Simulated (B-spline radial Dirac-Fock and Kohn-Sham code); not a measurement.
## Atomic SCF run for Pt

ΔSCF core binding energies without Breit or QED terms, calculated with an atomic code on a B-spline grid. Keys: rel is the Hamiltonian (dirac, or spin-free x2c and nr, where L3 and M5 stand for the whole 2p and 3d shells), method is hf or an exchange,correlation pair (spin-unpolarised, also for the hole states), nuc the nuclear model, radius_factor scales its radius, rmax is the box in bohr, h the logarithmic mesh step, order the B-spline order, points the quadrature points per cell, c_factor scales the speed of light, and damp, ndamp, maxit and tol steer the iteration. The run stops when the commutator error falls below 10·tol·max(1, Z/10), or the numerical noise floor, and the energy has settled to about 1e-8 Ha; the virial ratio is −V/T.

Input (task.json):

```json
{"items": [{"Z": 78, "q": 0, "cfg": [[1, 0, 2], [2, 0, 2], [2, 1, 6], [3, 0, 2], [3, 1, 6], [3, 2, 10], [4, 0, 2], [4, 1, 6], [4, 2, 10], [4, 3, 14], [5, 0, 2], [5, 1, 6], [5, 2, 9], [6, 0, 1]], "A": 195, "rrms": 5.427, "do": "settings", "holes": ["K", "L3", "M5"],
  "settings": [{"rel": "dirac", "method": "hf", "nuc": "fermi", "radius_factor": 1.0, "rmax": 45.0, "h": 0.3, "order": 8, "points": 10, "c_factor": 0.1959, "maxit": 82, "damp": 0.5, "ndamp": 3, "tol": 1e-08}]}]}
```

Command: `python xray2_run.py task.json out`

Ground-state iterations:

```
iter   energy (Ha)        error
   1   -19532.48311319  4.81e+01
   2   -22484.21074384  2.00e+01
   3   -22378.91789518  1.24e+01
   4   -22496.35363744  4.25e+00
   5   -22349.27904687  1.76e+00
   6   -22452.09327030  2.30e+00
   7   -22493.42681749  1.11e+00
   8   -22511.79174631  3.81e-01
   9   -22515.82709747  2.21e-01
  10   -22498.98026468  5.27e-01
  11   -22498.56218765  5.35e-01
  12   -22498.74080043  5.31e-01
  13   -22516.49282832  4.73e-02
  14   -22513.77060173  2.13e-01
  15   -22516.48847423  2.57e-02
  23   -22516.50385921  8.14e-07
  24   -22516.50385921  1.83e-07
```

The ground state converged in 24 iterations, with total energy -22516.50386 Ha, virial ratio 1.19088 and highest orbital energy -1.58 eV. ΔSCF binding energies: K (1s) 21930.9 eV, L3 (2p3/2) 22433.6 eV. Holes are computed only in closed shells, and unreliable hole states are left out.

Problem. One setting is unsound. Which, and why?

Solution. c_factor makes c so small that Zα exceeds 1, so any numbers that come out have no meaning. With the default settings (Dirac Hartree-Fock): The ground state converged in 12 iterations, with total energy -18434.87710 Ha, virial ratio 1.87485 and highest orbital energy -7.73 eV. ΔSCF binding energies: K (1s) 78814.8 eV, L3 (2p3/2) 11604.5 eV. Holes are computed only in closed shells, and unreliable hole states are left out.
